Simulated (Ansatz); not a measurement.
Results of the Gaussian-basis code of Ansatz.

A structure relaxed at PBE0-D4/def2-TZVP, charge 0, multiplicity 1:

| atom | x (Å) | y (Å) | z (Å) |
| --- | --- | --- | --- |
| B1 | -1.1068 | -1.0891 | 1.3819 |
| N2 | -0.2497 | -0.3380 | 0.5446 |
| C3 | 1.0357 | 0.1332 | 1.0556 |
| B4 | -0.6396 | -0.0381 | -0.8012 |
| C5 | 0.2292 | 0.7891 | -1.8011 |
| H6 | -0.7659 | -1.3295 | 2.5059 |
| H7 | -2.1531 | -1.4692 | 0.9524 |
| H8 | 1.1032 | 1.2222 | 1.0051 |
| H9 | 1.1536 | -0.1717 | 2.0947 |
| H10 | 1.8644 | -0.2818 | 0.4776 |
| H11 | -1.7084 | -0.4519 | -1.1472 |
| H12 | 0.3256 | 0.2452 | -2.7471 |
| H13 | 1.2260 | 1.0731 | -1.4609 |
| H14 | -0.3143 | 1.7066 | -2.0603 |

Task: Give its formula and SMILES.

Result: C2H9B2N, `BN(C)BC`.

Task: Point group (tolerance 0.08 Å, 0.16 Å for H)?

Result: C1.

Task: Summarise the bond lengths by kind.

Result: 2 × B–N 1.414 to 1.433 Å; 3 × B–H 1.193 to 1.199 Å; 1 × C–N 1.461 Å; 6 × C–H 1.089 to 1.097 Å; 1 × B–C 1.562 Å.
